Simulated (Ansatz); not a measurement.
Stretching the N2–H4 bond in iminoborane (SMILES B=N) (multiplicity 1 held, fragments rigid). Energies count from the point at 0.992 Å.
Geometry at that point (charge 0, multiplicity 1):
```xyz
4

B      0.0000     0.0000    -0.6921
N      0.0000     0.0000     0.5409
H      0.0000     0.0000    -1.8589
H      0.0000     0.0000     1.5328
```

Restricted levels (R-, RO-) in cc, def2 and unpolarised 6-31G sets keep to the state of the molecule at rest. Left out are points that failed, MP2 points that dive below the minimum, coupled-cluster points behind a jump of the amplitudes or a sharp parting from full CI or MRCI, small-basis points behind a change of solution, and semi-empirical points at long bonds.

Correlated levels freeze the cores.

Run with Ansatz (a first-principles code). Each number belongs to the level named beside it.

Energies in eV.

```json
[
 {"R (Å)": "0.793", "R-SCS-MP2/cc-pVDZ": "1.76", "R-CCSD(T)/cc-pVDZ": "1.77", "R-CCSDT/cc-pVDZ": "1.77", "R-CCSDT(Q)/cc-pVDZ": "1.77"},
 {"R (Å)": "0.893", "R-SCS-MP2/cc-pVDZ": "0.38", "R-CCSD(T)/cc-pVDZ": "0.38", "R-CCSDT/cc-pVDZ": "0.38", "R-CCSDT(Q)/cc-pVDZ": "0.38"},
 {"R (Å)": "0.992", "R-SCS-MP2/cc-pVDZ": "0.00", "R-CCSD(T)/cc-pVDZ": "0.00", "R-CCSDT/cc-pVDZ": "0.00", "R-CCSDT(Q)/cc-pVDZ": "0.00"},
 {"R (Å)": "1.091", "R-SCS-MP2/cc-pVDZ": "0.17", "R-CCSD(T)/cc-pVDZ": "0.17", "R-CCSDT/cc-pVDZ": "0.17", "R-CCSDT(Q)/cc-pVDZ": "0.17"},
 {"R (Å)": "1.190", "R-SCS-MP2/cc-pVDZ": "0.64", "R-CCSD(T)/cc-pVDZ": "0.63", "R-CCSDT/cc-pVDZ": "0.63", "R-CCSDT(Q)/cc-pVDZ": "0.63"},
 {"R (Å)": "1.339", "R-SCS-MP2/cc-pVDZ": "1.57", "R-CCSD(T)/cc-pVDZ": "1.55", "R-CCSDT/cc-pVDZ": "1.55", "R-CCSDT(Q)/cc-pVDZ": "1.54"},
 {"R (Å)": "1.488", "R-SCS-MP2/cc-pVDZ": "2.57", "R-CCSD(T)/cc-pVDZ": "2.52", "R-CCSDT/cc-pVDZ": "2.52", "R-CCSDT(Q)/cc-pVDZ": "2.51"},
 {"R (Å)": "1.736", "R-SCS-MP2/cc-pVDZ": "4.09", "R-CCSD(T)/cc-pVDZ": "3.96", "R-CCSDT/cc-pVDZ": "3.96", "R-CCSDT(Q)/cc-pVDZ": "3.95"},
 {"R (Å)": "1.984", "R-SCS-MP2/cc-pVDZ": "5.30", "R-CCSD(T)/cc-pVDZ": "5.02", "R-CCSDT/cc-pVDZ": "5.03", "R-CCSDT(Q)/cc-pVDZ": "5.01"},
 {"R (Å)": "2.281", "R-SCS-MP2/cc-pVDZ": "6.30", "R-CCSD(T)/cc-pVDZ": "5.76", "R-CCSDT/cc-pVDZ": "5.82", "R-CCSDT(Q)/cc-pVDZ": "5.78"},
 {"R (Å)": "2.678", "R-SCS-MP2/cc-pVDZ": "6.99", "R-CCSD(T)/cc-pVDZ": "left out", "R-CCSDT/cc-pVDZ": "left out", "R-CCSDT(Q)/cc-pVDZ": "6.22"},
 {"R (Å)": "3.174", "R-SCS-MP2/cc-pVDZ": "7.06", "R-CCSD(T)/cc-pVDZ": "left out", "R-CCSDT/cc-pVDZ": "left out", "R-CCSDT(Q)/cc-pVDZ": "6.37"}
]
```

Doubts at one or more of the structures used: a restricted determinant that unrestricted orbitals would lower (R-SCS-MP2/cc-pVDZ, R-CCSD(T)/cc-pVDZ, R-CCSDT/cc-pVDZ, R-CCSDT(Q)/cc-pVDZ); other coupled-cluster roots lie near (R-CCSD(T)/cc-pVDZ, R-CCSDT/cc-pVDZ, R-CCSDT(Q)/cc-pVDZ); T1 above 0.05 (R-CCSD(T)/cc-pVDZ, R-CCSDT/cc-pVDZ, R-CCSDT(Q)/cc-pVDZ).
